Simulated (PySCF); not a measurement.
Vertical excitations of a molecule C₃H₅, multiplicity 2 from PySCF with TDA-M06-2X/def2-SVPD, as energy in eV (oscillator strength): 3.75 (0.008), 5.41 (0.000), 5.93 (0.000), 5.96 (0.460), 6.14 (0.029), 6.18 (0.000), 6.23 (0.000), 7.19 (0.001), 7.36 (0.000), 7.52 (0.001). Coordinates come from a ωB97X-D3(BJ)/def2-TZVP optimisation. The values are those of a single conformer.

**Question.** Which molecule gave these data?
(A) C=[C]C
(B) [CH]=CC
(C) [CH2]C=C

**Answer.** C, [CH2]C=C
